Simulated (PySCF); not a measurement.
**Computed spin Hamiltonian**

Compound: C6H8ClO (doublet state).
Geometry (GFN2-xTB, Å), atoms numbered from 1 in this order:
```
atom  x, y, z in Å
O1     2.6600   -0.7794   -1.0114
C2     1.4419   -0.9113   -0.4127
C3     0.7640    0.2404    0.2353
C4    -0.0542    0.9328   -0.8325
C5    -1.3447    0.6600   -0.6851
Cl6   -2.6107    1.1197   -1.7525
C7    -1.6455   -0.1706    0.5263
C8    -0.3004   -0.1941    1.2689
H9     3.1042    0.0094   -0.6761
H10    0.8664   -1.7214   -0.8239
H11    1.5112    0.9103    0.6758
H12    0.4005    1.4774   -1.6394
H13   -2.4450    0.2640    1.1267
H14   -1.9642   -1.1709    0.2237
H15   -0.3178    0.5203    2.0911
H16   -0.0731   -1.1777    1.6743
```

The hyperfine couplings belong to this conformer and change with its torsions.

The species is `O[CH][C@H]1C=C(Cl)CC1` [radical].

Computed, not measured: PySCF 2.14.0, UKS B3LYP, pcH-1 on C Cl H O, non-relativistic, mean-field spin-orbit, GIAO. One conformer (not necessarily the lowest) at the GFN2-xTB geometry, without solvent, vibrations or thermal averaging. A GFN2-xTB geometry isn't a minimum of the functional, and hyperfine couplings can be far from their values at a DFT geometry. The SCF solution wasn't tested for stability.

```json
{"g1, g2, g3": "2.00244, 2.00324, 2.00415", "g_iso": "2.00328", "Form of g": "rhombic: the two nearest values differ by 47 % of g3 − g1", "⟨S²⟩": "0.7546 (exact 0.7500)", "HOMO–LUMO gap, α and β orbitals": "4.51, 5.75 eV"}
```

Isotropic coupling and dipolar principal values T1 to T3, in MHz:

```csv
atom,isotope,a_iso,of which spin–orbit,T1,T2,T3,Mulliken spin population
O1,17O,-20.6,0.1,-66.5,32.0,34.5,0.13
C2,13C,134.5,0.0,-75.2,-73.8,149.0,0.86
C3,13C,-16.1,0.0,-1.8,-1.3,3.1,-0.05
C4,13C,57.5,0.0,-9.9,-1.5,11.4,0.00
C5,13C,11.7,0.0,-7.5,-6.8,14.2,0.08
Cl6,35Cl,3.8,0.0,-2.8,-2.1,4.9,0.01
C7,13C,-2.9,0.0,-0.5,-0.2,0.7,0.00
C8,13C,24.0,0.0,-2.4,-2.1,4.5,0.01
H9,1H,-11.3,0.0,-13.8,-8.8,22.7,0.00
H10,1H,-42.6,0.0,-34.2,-1.8,36.0,-0.04
H11,1H,16.7,0.0,-5.1,-4.4,9.5,0.01
H12,1H,-1.1,0.0,-3.4,-1.8,5.1,0.00
H13,1H,2.6,0.0,-1.3,-0.4,1.8,0.00
H14,1H,4.8,0.0,-1.8,-0.9,2.7,0.00
H15,1H,-0.2,0.0,-2.2,-1.5,3.7,0.00
H16,1H,-1.7,0.0,-5.2,-2.3,7.4,0.01
```

The Mulliken spin populations are largest on C2 (+0.86), O1 (+0.13) and C5 (+0.08). No atom but C2 exceeds +0.15. The angles at C2 add up to 354.6°, so it is nearly planar; its axial dipolar tensor and the negative coupling of its proton fit spin in a p orbital normal to that plane.

Under fast tumbling the dipolar parts average out, and these isotropic splittings remain (the largest six): 1 × 1H (H10, I = 1/2, 2 lines) with 1.52 mT, 1 × 1H (H11, I = 1/2, 2 lines) with 0.60 mT, 1 × 1H (H9, I = 1/2, 2 lines) with 0.40 mT, 1 × 1H (H14, I = 1/2, 2 lines) with 0.17 mT, 1 × 35Cl (Cl6, I = 3/2, 4 lines) with 0.14 mT and 1 × 1H (H13, I = 1/2, 2 lines) with 0.09 mT.

Main isotope only: 35Cl (natural samples also hold 24 % 37Cl, magnetic too, which adds its own pattern).

The 13C coupling of C2 (134.5 MHz) shows only in satellite lines or after enrichment, since that isotope makes up about 1.07 % of natural carbon.

The 17O coupling of O1 (-20.6 MHz) shows only in satellite lines or after enrichment, since that isotope makes up about 0.038 % of natural oxygen.

The spin density at the nucleus, in bohr⁻³, is negative for C3 (-0.0143), H10 (-0.0095) and C7 (-0.0026), for instance. A restricted open-shell determinant has no negative spin density anywhere; here it arises because α and β orbitals differ (spin polarisation).
